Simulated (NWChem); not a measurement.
# C$_{2}$H$_{6}$F$_{2}$Si; SMILES C[SiH2]C(F)F

```xyz
11

C      1.0475     1.7142     0.0000
Si    -0.6522     0.9326     0.0000
C     -0.4192    -0.9771     0.0000
F      0.2993    -1.3383     1.1008
F      0.2993    -1.3383    -1.1008
H      1.6090     1.3945    -0.8909
H      0.9876     2.8128     0.0000
H      1.6090     1.3945     0.8909
H     -1.4409     1.2909     1.2176
H     -1.4409     1.2909    -1.2176
H     -1.3510    -1.5733     0.0000
```
Atoms are numbered in this order, from 1.

Computed with NWChem. Geometry: optimised at PBE0/def2-SVP.

For level TPSSh/def2-SVP:

| Item | Result |
|---|---|
| highest occupied level (eV) | -7.49 |
| orbital gap (eV) | 8.33 |

Question: How do the values read with level B3LYP/def2-SVP instead?

Answer: highest occupied level (eV): -8.04
orbital gap (eV): 8.95
